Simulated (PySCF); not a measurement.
PySCF input (PW6B95/def2-TZVPD):

```python
from pyscf import gto, scf, dft

mol = gto.M(
    atom='''
    B    -0.63997598   -0.46592118   -0.04260013
    Br   -0.74773772    1.20691781   -0.91323489
    Br    0.83916286   -1.14035765    0.91932062
    ''',
    basis='def2-tzvpd',
    charge=0,
    spin=1,
    verbose=4,
)

mf = dft.UKS(mol, xc='pw6b95').density_fit(auxbasis='def2-universal-jkfit')
mf.grids.level = 3
mf.conv_tol = 1e-9
mf.max_cycle = 100
mf.max_memory = 1500
mf.kernel()
if not mf.converged:
    mf = mf.newton()
    mf.kernel(mf.make_rdm1())
for _ in range(2):
    mo, _, stable, _ = mf.stability(return_status=True)
    if stable:
        break
    mf.kernel(mf.make_rdm1(mo, mf.mo_occ))
mf.analyze()
```

Output:

```
PySCF version 2.14.0

[INPUT] verbose = 4
[INPUT] num. atoms = 3
[INPUT] num. electrons = 75
[INPUT] charge = 0
[INPUT] spin (= nelec alpha-beta = 2S) = 1
[INPUT] symmetry False subgroup None
[INPUT] Mole.unit = angstrom
[INPUT] Symbol           X                Y                Z      unit          X                Y                Z       unit  Magmom
[INPUT]  1 B     -0.639975980000  -0.465921180000  -0.042600130000 AA   -1.209379328500  -0.880463425834  -0.080502578571 Bohr   0.0
[INPUT]  2 Br    -0.747737720000   1.206917810000  -0.913234890000 AA   -1.413019503807   2.280744115760  -1.725763829497 Bohr   0.0
[INPUT]  3 Br     0.839162860000  -1.140357650000   0.919320620000 AA    1.585787979307  -2.154963642553   1.737264192465 Bohr   0.0

nuclear repulsion = 290.16087893953
number of shells = 51
number of NR pGTOs = 276
number of NR cGTOs = 151
basis = def2-tzvpd
ecp = {}

******** <class 'pyscf.df.df_jk.DFUKS'> ********
method = DFUKS
initial guess = minao
damping factor = 0
level_shift factor = 0
DIIS = <class 'pyscf.scf.diis.CDIIS'>
diis_start_cycle = 1
diis_space = 8
diis_damp = 0
SCF conv_tol = 1e-09
SCF conv_tol_grad = None
SCF max_cycles = 100
direct_scf = False
number electrons alpha = 38  beta = 37
XC library pyscf.dft.libxc version 7.1.2
    S. Lehtola, C. Steigemann, M. J. T. Oliveira, and M. A. L. Marques,  SoftwareX 7, 1–5 (2018)
XC functionals = pw6b95
    Y. Zhao and D. G. Truhlar,  J. Phys. Chem. A 109, 5656 (2005)
radial grids:
    Treutler-Ahlrichs [JCP 102, 346 (1995); DOI:10.1063/1.469408] (M4) radial grids

becke partition: Becke, JCP 88, 2547 (1988); DOI:10.1063/1.454033
pruning grids: <function nwchem_prune>
grids dens level: 3
symmetrized grids: False
atomic radii adjust function: <function treutler_atomic_radii_adjust>
small_rho_cutoff = 0
Set gradient conv threshold to 3.16228e-05
tot grids = 54896
******** <class 'pyscf.df.df.DF'> ********
auxbasis = def2-universal-jkfit
init E= -5173.66552029451
  alpha nocc = 38  HOMO = -0.159826650865783  LUMO = -0.0821772799920133
  beta  nocc = 37  HOMO = -0.328196715486411  LUMO = -0.159826650865787

WARN: HOMO -0.159826650865783 >= LUMO -0.159826650865787

cycle= 1 E= -5175.43970329698  delta_E= -1.77  |g|= 0.256  |ddm|=  1.3
  alpha nocc = 38  HOMO = -0.254671662293511  LUMO = -0.0948592056472624
[...]
  beta  nocc = 37  HOMO = -0.324029037628811  LUMO = -0.091577474389867
  HOMO = -0.233055984587  LUMO = -0.0915774743899  gap/eV = 3.84983
Extra cycle  E= -5175.46041758525  delta_E= -4.27e-11  |g|= 2.96e-06  |ddm|= 1.11e-05
converged SCF energy = -5175.46041758525  <S^2> = 0.75349278  2S+1 = 2.0034897
uhf_internal: lowest eigs of H = [0.13938884 0.32913976 0.34760764]
<class 'pyscf.df.df_jk.DFUKS'> wavefunction is stable in the internal stability analysis
**** SCF Summaries ****
Total Energy =                       -5175.460417585250070
Nuclear Repulsion Energy =             290.160878939530335
One-electron Energy =                -7776.253171144222506
Two-electron Energy =                 2310.631874619441987
Two-electron Coulomb Energy =         2499.676384737529133
DFT Exchange-Correlation Energy =     -189.044510118087317
HOMO-LUMO gap [eV] =                     3.849826354518425
**** MO energy ****
                             alpha | beta                alpha | beta
MO #1   energy= -483.788782137745  | -483.788442866324  occ= 1 | 1
MO #2   energy= -483.788780714287  | -483.788441447762  occ= 1 | 1
MO #3   energy= -62.8097162602929  | -62.8094883309083  occ= 1 | 1
MO #4   energy= -62.8097134975354  | -62.8094855974757  occ= 1 | 1
MO #5   energy= -56.5817719612031  | -56.5812039963227  occ= 1 | 1
MO #6   energy= -56.5817700178093  | -56.5812014812092  occ= 1 | 1
MO #7   energy= -56.5800232131988  | -56.5799652415588  occ= 1 | 1
MO #8   energy= -56.5800211406424  | -56.5799631722118  occ= 1 | 1
MO #9   energy= -56.5795491533886  | -56.5791230669622  occ= 1 | 1
MO #10  energy= -56.5795400660878  | -56.5791146133205  occ= 1 | 1
MO #11  energy= -8.83599376810727  | -8.83544367306323  occ= 1 | 1
MO #12  energy= -8.83599160948047  | -8.83544206506959  occ= 1 | 1
MO #13  energy= -6.96693354059953  | -6.9547876134232   occ= 1 | 1
MO #14  energy= -6.64261867725388  | -6.64161448369872  occ= 1 | 1
MO #15  energy= -6.64261769097798  | -6.6416134190381   occ= 1 | 1
MO #16  energy= -6.63705640207247  | -6.63695877535084  occ= 1 | 1
MO #17  energy= -6.63705569976628  | -6.63695785984447  occ= 1 | 1
MO #18  energy= -6.63534940142346  | -6.6345617698968   occ= 1 | 1
MO #19  energy= -6.63534713254317  | -6.63455981415181  occ= 1 | 1
MO #20  energy= -2.72483578218248  | -2.72419550993412  occ= 1 | 1
MO #21  energy= -2.72482674255853  | -2.72418689479115  occ= 1 | 1
MO #22  energy= -2.72331795058526  | -2.72286469286366  occ= 1 | 1
MO #23  energy= -2.72331232833494  | -2.72285860357051  occ= 1 | 1
MO #24  energy= -2.72188774995371  | -2.72103800660672  occ= 1 | 1
MO #25  energy= -2.72186752637019  | -2.72102062267529  occ= 1 | 1
MO #26  energy= -2.7173513650762   | -2.71699297502875  occ= 1 | 1
MO #27  energy= -2.71734189145117  | -2.71698364975378  occ= 1 | 1
MO #28  energy= -2.71725531784659  | -2.71684355725028  occ= 1 | 1
MO #29  energy= -2.71724194743844  | -2.71683023486965  occ= 1 | 1
MO #30  energy= -0.850835984884572 | -0.84477082462168  occ= 1 | 1
MO #31  energy= -0.824133074163854 | -0.819289217868667 occ= 1 | 1
MO #32  energy= -0.517334029894464 | -0.500524690818379 occ= 1 | 1
MO #33  energy= -0.428917114615411 | -0.418866273489344 occ= 1 | 1
MO #34  energy= -0.384064106682043 | -0.373929141356705 occ= 1 | 1
MO #35  energy= -0.378127755485124 | -0.365254400239791 occ= 1 | 1
MO #36  energy= -0.3368838706574   | -0.336670805597805 occ= 1 | 1
MO #37  energy= -0.328735137311966 | -0.324029037628811 occ= 1 | 1
MO #38  energy= -0.233055984587358 | -0.091577474389867 occ= 1 | 0
MO #39  energy= -0.0824419293144736 | -0.0594917455328758 occ= 0 | 0
MO #40  energy= -0.00305288984828245 | 0.00415355246754489 occ= 0 | 0
MO #41  energy= 0.0144268816534947 | 0.0175531709708175 occ= 0 | 0
MO #42  energy= 0.0145855215429052 | 0.0203682345446159 occ= 0 | 0
MO #43  energy= 0.0287172540026911 | 0.0329005052050696 occ= 0 | 0
MO #44  energy= 0.029686774510944  | 0.035254617575126  occ= 0 | 0
MO #45  energy= 0.0495780688279471 | 0.0530291289162447 occ= 0 | 0
MO #46  energy= 0.0542932758539306 | 0.0558551069535496 occ= 0 | 0
MO #47  energy= 0.0632118642302017 | 0.0672656974432579 occ= 0 | 0
MO #48  energy= 0.0917686539639459 | 0.097193987982623  occ= 0 | 0
MO #49  energy= 0.0952754795878868 | 0.100386817288206  occ= 0 | 0
MO #50  energy= 0.100529967806179  | 0.105402258518443  occ= 0 | 0
MO #51  energy= 0.105953867522806  | 0.112936208862743  occ= 0 | 0
MO #52  energy= 0.115320520879114  | 0.119675069431804  occ= 0 | 0
MO #53  energy= 0.145069424111396  | 0.146367488708307  occ= 0 | 0
MO #54  energy= 0.155408407143686  | 0.156810636092149  occ= 0 | 0
MO #55  energy= 0.173422384134647  | 0.177676587764897  occ= 0 | 0
MO #56  energy= 0.176265029859261  | 0.182513495765772  occ= 0 | 0
MO #57  energy= 0.185676017423659  | 0.189512090827973  occ= 0 | 0
MO #58  energy= 0.190679847746815  | 0.197407844180189  occ= 0 | 0
MO #59  energy= 0.202864849353468  | 0.20344229622004   occ= 0 | 0
MO #60  energy= 0.205700355747338  | 0.208987289575628  occ= 0 | 0
MO #61  energy= 0.207169448222556  | 0.209159020972496  occ= 0 | 0
MO #62  energy= 0.213298854563068  | 0.219802520201604  occ= 0 | 0
MO #63  energy= 0.216911482579373  | 0.224091059345228  occ= 0 | 0
MO #64  energy= 0.222104717947809  | 0.227427087244319  occ= 0 | 0
MO #65  energy= 0.226640003874965  | 0.22821224450244   occ= 0 | 0
MO #66  energy= 0.244522239788601  | 0.254173923826908  occ= 0 | 0
MO #67  energy= 0.265938310570148  | 0.274062054330892  occ= 0 | 0
MO #68  energy= 0.314168896112752  | 0.317021747789349  occ= 0 | 0
MO #69  energy= 0.3304842156641    | 0.332426861609337  occ= 0 | 0
MO #70  energy= 0.406502125281897  | 0.414017608900502  occ= 0 | 0
MO #71  energy= 0.406718139936149  | 0.414041743685542  occ= 0 | 0
MO #72  energy= 0.410915280382336  | 0.414506639749498  occ= 0 | 0
MO #73  energy= 0.45093843849712   | 0.453373591923151  occ= 0 | 0
MO #74  energy= 0.457488081783432  | 0.467914652061222  occ= 0 | 0
MO #75  energy= 0.467281641031284  | 0.468900318378749  occ= 0 | 0
MO #76  energy= 0.47573981530025   | 0.478228388790959  occ= 0 | 0
MO #77  energy= 0.482917762044782  | 0.484755729077753  occ= 0 | 0
MO #78  energy= 0.498956129538206  | 0.504599877060037  occ= 0 | 0
MO #79  energy= 0.501458064223308  | 0.508332965835992  occ= 0 | 0
MO #80  energy= 0.510991564706756  | 0.512953745608934  occ= 0 | 0
MO #81  energy= 0.520579371181002  | 0.526270821785912  occ= 0 | 0
MO #82  energy= 0.541681701904579  | 0.54517597144023   occ= 0 | 0
MO #83  energy= 0.560485933064937  | 0.566152259063131  occ= 0 | 0
MO #84  energy= 0.576190534072152  | 0.58506453268827   occ= 0 | 0
MO #85  energy= 0.610101391884703  | 0.62319816514494   occ= 0 | 0
MO #86  energy= 0.632066500497741  | 0.643357408336552  occ= 0 | 0
MO #87  energy= 0.654828206423158  | 0.663519406975514  occ= 0 | 0
MO #88  energy= 0.72401986517726   | 0.736193016871526  occ= 0 | 0
MO #89  energy= 0.767184482681323  | 0.781917184725955  occ= 0 | 0
MO #90  energy= 0.799284410656337  | 0.823031923313215  occ= 0 | 0
MO #91  energy= 0.949942897442552  | 0.972741965273169  occ= 0 | 0
MO #92  energy= 0.95733051891084   | 0.988265339819625  occ= 0 | 0
MO #93  energy= 1.0282574787912    | 1.04023307523461   occ= 0 | 0
MO #94  energy= 1.09651616818979   | 1.09953969593881   occ= 0 | 0
MO #95  energy= 1.26041728123767   | 1.26710783698197   occ= 0 | 0
MO #96  energy= 1.26614529262458   | 1.27319666783764   occ= 0 | 0
MO #97  energy= 1.33681600992264   | 1.34299370875286   occ= 0 | 0
MO #98  energy= 1.33756429792562   | 1.34726637670117   occ= 0 | 0
MO #99  energy= 1.34332288589327   | 1.35127969555852   occ= 0 | 0
MO #100 energy= 1.39174400879181   | 1.39909067853028   occ= 0 | 0
MO #101 energy= 1.41989453038172   | 1.43057270111511   occ= 0 | 0
MO #102 energy= 1.42081152896149   | 1.43172966011108   occ= 0 | 0
MO #103 energy= 1.43994132472023   | 1.44889875445149   occ= 0 | 0
MO #104 energy= 1.45820186250879   | 1.4626179372358    occ= 0 | 0
[...]
```

It need not be the lowest isomer of its formula.
